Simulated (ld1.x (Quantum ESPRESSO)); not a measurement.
**Transferability test, TM potential for Gd**

```
Element                 : Gd
Generator               : ld1.x (Quantum ESPRESSO) 7.5
Type                    : norm-conserving Troullier–Martins (Kleinman–Bylander form)
Functional              : PBEsol
Relativity              : scalar-relativistic
Frozen core             : [Kr] 4d10
Valence charge          : 18
Reference configuration : 4f7 5s2 5p6 5d1 6s2 6p0
Partial waves           : 5p (bound): rc 2.45 bohr; 5d (bound): rc 2.55 bohr; 4f (bound): rc 1.25 bohr; 5s (bound): rc 1.90 bohr
Local potential         : the s channel
Core correction         : Bessel-smoothed model core inside 0.75 bohr
```

Occupied shells without a wave of their own: 6s. They enter only through the test configuration that unscreens the potential, and ld1.x also counts them in the model core charge.

Energies are relative to the spin-unpolarised reference configuration 4f7 5s2 5p6 5d1 6s2 6p0; without spin polarisation the order of configurations can differ from experiment.

ld1.x takes every shell without a wave as core, so the model core holds the 6s electrons as well and exchange and correlation see them twice. This cancels in the reference configuration, but the file is broken for other ones, and its errors say nothing about a proper core correction.

| valence configuration | charge | ΔE all-electron (eV) | error AE − PS (meV) |
| --- | --- | --- | --- |
| 4f7 5s2 5p6 5d1 6s1 6p0 | +1 | 6.674 | -798 |
| 4f7 5s2 5p6 5d1 6s0 6p0 | +2 | 18.719 | -2382 |
| 4f7 5s2 5p6 5d0 6s0 6p0 | +3 | 38.512 | -3454 |
| 4f8 5s2 5p6 5d1 6s0 6p0 | +1 | 4.039 | -1177 |
| 4f7 5s2 5p6 5d1 6s1 6p1 | 0 | 2.899 | -548 |
| 4f7 5s1 5p6 5d1 6s2 6p0 | +1 | 55.363 | +11 |
| 4f7 5s2 5p6 5d1.5 6s1.5 6p0 | 0 | 0.845 | -238 |

These tests converged, but a pseudo level misses the all-electron one widely, so the file describes the atom poorly there or has found another state: 4f7 5s2 5p6 5d1 6s0 6p0: empty 6s by 2.0 eV; 4f7 5s2 5p6 5d0 6s0 6p0: empty 6s by 2.7 eV.

The potential misses its own reference levels by up to 0.5 eV.
